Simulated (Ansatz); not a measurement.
Consider the ligand exchange at the Si–C bond: `N=CC(O)=C[SiH3]` + `BN[SiH2]Cl` → `BN([SiH3])[SiH2]Cl` + `C=C(O)C=N`.

Computed with Ansatz on PBE0-D4/def2-TZVP structures; ΔE is electronic, products minus reactants. CBS: MP2 limit from def2 TZ/QZ plus the TZ coupled-cluster correction, frozen cores. DFT in def2-TZVPP. HSE06 is defined as in plane-wave codes. Each species was taken in one conformer, which may not be the lowest.

| level | ΔE (kJ/mol) | difference from CCSD(T)/CBS |
| --- | --- | --- |
| PBE-D4 | -55.8 | 8.8 |
| HSE06-D4 | -60.0 | 4.6 |
| B2PLYP | -60.9 | 3.7 |
| PBE | -52.0 | 12.6 |
| r2SCAN0 | -62.7 | 1.9 |
| MP2/def2-SVP | -64.0 | 0.6 |
| CCSD(T)/def2-SVP | -62.0 | 2.6 |
| HF/def2-TZVPP | -65.7 | -1.1 |
| SCS-MP2/def2-QZVPP | -66.6 | -2.0 |
| MP2/CBS(def2) | -67.9 | -3.3 |
| CCSD(T)/CBS | -64.6 | 0 |

Largest T1 diagnostic among the species: 0.013.

From BLYP to BHLYP (50 % exact exchange), in def2-TZVPP and without D4, ΔE moves by −10.9 kJ/mol. The D4 term adds −6.3 kJ/mol with B3LYP and −3.3 kJ/mol with PBE0; it sums over pairs of atoms, weighted by their polarisabilities, and B3LYP, whose exchange is more repulsive, gets the larger term. Leaving LDA and LC-ωPBE aside and taking each functional with its dispersion term where it has one, the values, not all of them listed here, spread over 13.1 kJ/mol, from BHLYP-D4 to PBE-D4. LDA lies −9.2 kJ/mol from PBE without D4.

B3LYP here is the variant with VWN-RPA as its local correlation; programs differ in this.
